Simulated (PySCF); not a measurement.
C7H2F4N2O2. Atoms are numbered in the order given.

```xyz
17

F     -1.8435    -4.1281     0.0000
C     -0.6888    -3.5190     0.0000
C      0.5936    -3.9937     0.0000
C      1.4118    -2.8211     0.0000
C      0.5570    -1.7458     0.0000
C      0.7987    -0.3306     0.0000
N      1.9504     0.2841     0.0000
N      1.6700     1.6345     0.0000
C      0.3842     1.7392     0.0000
C     -0.4620     2.9821     0.0000
F     -1.2529     3.0131     1.0816
F     -1.2529     3.0131    -1.0816
F      0.3063     4.0651     0.0000
O     -0.2454     0.5389     0.0000
O     -0.7447    -2.1848     0.0000
H      0.9009    -5.0352     0.0000
H      2.4974    -2.7634     0.0000
```
Charge 0, spin multiplicity 1.

The structure is a stationary point at B3LYP-D3(BJ)/def2-SVP. This is a generated structure with no PubChem entry under its InChIKey; it may be hypothetical. Other conformers were not sampled.

The numbers are results of ωB97X/def2-SVP in PySCF, not measurements.

Symmetry labels are those of the subgroup Cs that the program uses (full group Cs).

Task: List the valence orbital energies around the gap with their symmetry. (An estimate is asked for; the answer gives what the named calculation found.)

Result: 
| orbital | symmetry | energy (eV) |
|---|---|---|
| HOMO−7 | A' | -14.64 |
| HOMO−6 | A' | -14.45 |
| HOMO−5 | A" | -13.24 |
| HOMO−4 | A' | -12.63 |
| HOMO−3 | A" | -12.20 |
| HOMO−2 | A" | -11.48 |
| HOMO−1 | A' | -11.17 |
| HOMO | A" | -9.24 |
| LUMO | A" | 0.09 |
| LUMO+1 | A" | 1.77 |
| LUMO+2 | A" | 3.06 |
| LUMO+3 | A' | 4.18 |
